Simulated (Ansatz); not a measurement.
`[AlH2][CH2]Cl` + CH₃OH → `CO[CH2][AlH2]` + HCl  (substitution at a C–Cl bond)

Program: Ansatz. Geometries: PBE0-D4/def2-TZVP. ΔE: electronic, gas phase. CBS: MP2 limit from def2 TZ/QZ plus the TZ coupled-cluster correction, frozen cores. This one scheme is used for every species. DFT in def2-TZVPP. B3LYP here is the variant with VWN-RPA as its local correlation; programs differ in this. HSE06 is defined as in plane-wave codes. One conformer a species, not always the lowest.

```json
{"level": "LDA (SPW92)", "ΔE (kJ/mol)": "11.6", "difference from CCSD(T)/CBS": "-12.8"}
{"level": "B3LYP-D4", "ΔE (kJ/mol)": "19.7", "difference from CCSD(T)/CBS": "-4.7"}
{"level": "HSE06-D4", "ΔE (kJ/mol)": "22.8", "difference from CCSD(T)/CBS": "-1.6"}
{"level": "ωB97M-V", "ΔE (kJ/mol)": "21.2", "difference from CCSD(T)/CBS": "-3.2"}
{"level": "revPBE", "ΔE (kJ/mol)": "25.7", "difference from CCSD(T)/CBS": "1.3"}
{"level": "BLYP", "ΔE (kJ/mol)": "21.1", "difference from CCSD(T)/CBS": "-3.3"}
{"level": "HSE06", "ΔE (kJ/mol)": "23.9", "difference from CCSD(T)/CBS": "-0.5"}
{"level": "CCSD(T)/def2-SVP", "ΔE (kJ/mol)": "2.9", "difference from CCSD(T)/CBS": "-21.5"}
{"level": "CCSD/def2-TZVPP", "ΔE (kJ/mol)": "18.8", "difference from CCSD(T)/CBS": "-5.6"}
{"level": "MP2/def2-QZVPP", "ΔE (kJ/mol)": "25.7", "difference from CCSD(T)/CBS": "1.3"}
{"level": "CCSD(T)/CBS", "ΔE (kJ/mol)": "24.4", "difference from CCSD(T)/CBS": "0"}
```

Largest T1 diagnostic among the species: 0.010.

At CCSD(T), def2-SVP lies −21.5 kJ/mol from the extrapolated value and def2-TZVPP −5.8 kJ/mol. Leaving LDA and LC-ωPBE aside and taking each functional with its dispersion term where it has one, the values, not all of them listed here, spread over 7.2 kJ/mol, from CAM-B3LYP-D4 to PBE-QIDH. LDA lies −10.6 kJ/mol from PBE without D4.
